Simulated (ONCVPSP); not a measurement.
## BLYP ONCV dataset for gold (Au), scalar-relativistic all-electron reference.

- Element: gold
- Generator: ONCVPSP 4.0.1
- Type: optimised norm-conserving Vanderbilt (ONCV)
- Functional: BLYP
- Relativity: scalar-relativistic
- Frozen core: [Kr] 4d10 4f14
- Valence charge: 19
- Reference configuration: 5s2 5p6 5d10 6s1
- Partial waves: 5s+6s: rc 1.35 bohr, ncon 4, nbas 9, qcut 8.5 1/bohr, 3 projectors, debl 3.2 Ha; 5p: rc 1.20 bohr, ncon 3, nbas 7, qcut 8 1/bohr, 2 projectors, debl 3.1 Ha; 5d: rc 2.30 bohr, ncon 3, nbas 7, qcut 7.9 1/bohr, 1 projector
- Local potential: polynomial inside 1.15 bohr (lpopt 5, dvloc0 4 Ha)
- Core correction: Teter function fitted to the true core (icmod 2), fcfact 0.3

**Question.** Estimate the cutoffs (Ha) at which the residual kinetic energy of the hardest occupied pseudo-wave falls to 1 and 0.1 mHa per electron.

**Answer.** 31 Ha and 112 Ha.

**Question.** Does the potential have ghost states?

**Answer.** No bound ghost flagged; GHOST(+) flagged for s at 585.5 eV.

**Question.** Tests: 5s2 5p6 5d10 6s0; 5s2 5p6 5d9 6s0; 5s2 5p6 5d8 6s0; 5s2 5p6 5d9 6s1. Which has the largest error in its energy relative to the reference configuration, and how large is it?

**Answer.** 5s2 5p6 5d8 6s0, with -8.1 meV (all-electron minus pseudo) on +64.34 eV.
